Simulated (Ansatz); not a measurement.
Computed with Ansatz on PBE0-D4/def2-TZVP structures; ΔE is electronic, products minus reactants. CCSD(T)/CBS is the MP2 limit (def2-TZVPP, def2-QZVPP) plus CCSD(T) − MP2 in def2-TZVPP, frozen cores. This one scheme is used for every species. Functionals use def2-TZVPP. B3LYP here is the variant with VWN-RPA as its local correlation; programs differ in this. One conformer a species, not always the lowest.

Reaction (ligand exchange at the Si–Cl bond): `N[SiH](Cl)Cl` + `N[SiH2]N` → `N[SiH2]N[SiH](N)Cl` + HCl

(1) Is it downhill or uphill in electronic energy at CCSD(T)/CBS, and by how much? (Best estimate.)

(2) What do these levels give: PBE-D4, B2PLYP, B3LYP, MP2/def2-TZVPP, HF/CBS(def2), MP2/CBS(def2)? (Estimate.)

Largest T1 diagnostic among the species: 0.010.

Results:

(1) The calculation gave: Uphill: ΔE = +16.9 kJ/mol.

(2) Ansatz gave: PBE-D4 19.8, B2PLYP 22.1, B3LYP 27.1, MP2/def2-TZVPP 15.3, HF/CBS(def2) 27.6, MP2/CBS(def2) 20.5 kJ/mol.

In def2-TZVPP, CCSD(T) changes the Hartree–Fock value by −15.7 kJ/mol (the triples alone add −1.8 kJ/mol) and MP2 by −12.1 kJ/mol. The D4 term adds −12.3 kJ/mol with B3LYP and −7.4 kJ/mol with PBE0; it sums over pairs of atoms, weighted by their polarisabilities, and B3LYP, whose exchange is more repulsive, gets the larger term.
